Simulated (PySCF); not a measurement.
Ligands exchanged one at a time, Si Br-SH. All species are isolated molecules in the gas phase. One relaxed conformer stands for each flexible species; it need not be the lowest. Strings in code marks are SMILES.

The HOMO from two functionals at the same geometries (B3LYP-D3(BJ)/def2-TZVP), both in PySCF: PBE-D3(BJ)/def2-TZVP and B3LYP-D3(BJ)/def2-TZVP. B3LYP has the VWN-RPA correlation part, as in Gaussian. 

```
species                                                                                     PBE-D3(BJ)/def2-TZVP (eV)  B3LYP-D3(BJ)/def2-TZVP (eV)
------------------------------------------------------------------------------------------  -------------------------  ---------------------------
0 of 4 Br replaced by SH                                                                                        -7.41                        -8.42
1 of 4 Br replaced by SH (`S[Si](Br)(Br)Br` (H–S–Si–Br torsion 60°))                                            -6.81                        -7.80
2 of 4 Br replaced by SH (`S[Si](S)(Br)Br` (H–S–Si–Br torsion 41°, Br–Si–S–H torsion 62°))                      -6.71                        -7.69
3 of 4 Br replaced by SH (`S[Si](S)(S)Br`)                                                                      -6.49                        -7.46
```

Over these rows, drawn at random from the members with no instability flagged (it was tested for open shells, ions and some series alone), PBE minus B3LYP-D3(BJ): mean +0.99 eV, from +0.97 eV to +1.01 eV.
